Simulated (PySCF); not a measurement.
From one molecule to another.

First species: C₉H₁₀.
SMILES: `C#C/C(C)=C1/CCC1=C`

Second species: C3H13NSSi2.
Cartesian coordinates in Å at the GFN2-xTB level; atoms count from 1:
```
atom  x, y, z in Å
C1     3.7527    0.1845    0.0926
N2     2.7830   -0.3795   -0.8194
Si3    1.1414    0.1072   -0.8369
S4     0.1444   -0.2542    1.0432
Si5   -1.9673   -0.0737    0.5985
C6    -2.5272   -1.5686   -0.4314
C7    -2.3169    1.5432   -0.3343
H8     3.6817   -0.2451    1.0968
H9     3.5805    1.2557    0.1690
H10    4.7608    0.0180   -0.2904
H11    2.9721   -1.3555   -0.9929
H12    0.5129   -0.6888   -1.8832
H13    1.1202    1.5460   -1.0733
H14   -2.5522   -0.0753    1.9381
H15   -2.3280   -2.4977    0.0944
H16   -3.5915   -1.5270   -0.6411
H17   -2.0026   -1.6118   -1.3827
H18   -1.8900    1.5252   -1.3340
H19   -1.8946    2.3965    0.1877
H20   -3.3847    1.7113   -0.4328
```

Levels: PBE0/pcSseg-1 for dipole moment, HOMO energy, LUMO energy and HOMO–LUMO gap; GFN2-xTB for rotational constant A and rotational constant C. Geometries: GFN2-xTB. Each species is one conformer at its optimised geometry, gas phase, non-relativistic unless stated. Electronic properties by PySCF.

Dipoles, sizes and rotational constants follow the conformer. The torsions of the flexible species, by atom-mapped SMILES:
- `[CH3:1][NH:2][SiH2:3][S:4][SiH:5]([CH3:6])[CH3:7]`: C1–N2–Si3–S4 -61°, N2–Si3–S4–Si5 -165°, Si3–S4–Si5–C6 71°

```csv
property,column X,column Y
dipole moment,1.30 D,0.86 D
HOMO energy,-6.83 eV,-6.18 eV
LUMO energy,0.42 eV,-1.38 eV
HOMO–LUMO gap,7.25 eV,4.80 eV
rotational constant A,2.843 GHz,2.452 GHz
rotational constant C,0.656 GHz,0.910 GHz
```

**Question.** Which column belongs to which species?

**Answer.** Column X is the second species and column Y the first. The first has 19 atoms and 64 electrons, the second 20 and 82.

**Question.** How does each property change from the first species to the second?

**Answer.** dipole moment +0.44 D; HOMO energy -0.65 eV; LUMO energy +1.80 eV; HOMO–LUMO gap +2.45 eV; rotational constant A +0.391 GHz; rotational constant C -0.254 GHz.

On the first: In atomic units the dipole is 0.34 e·bohr (1 au = 2.5417 D).

On the second: In atomic units the dipole is 0.51 e·bohr (1 au = 2.5417 D). A dipole of 1.30 D is allowed in C1, and pure rotational transitions are dipole-allowed.
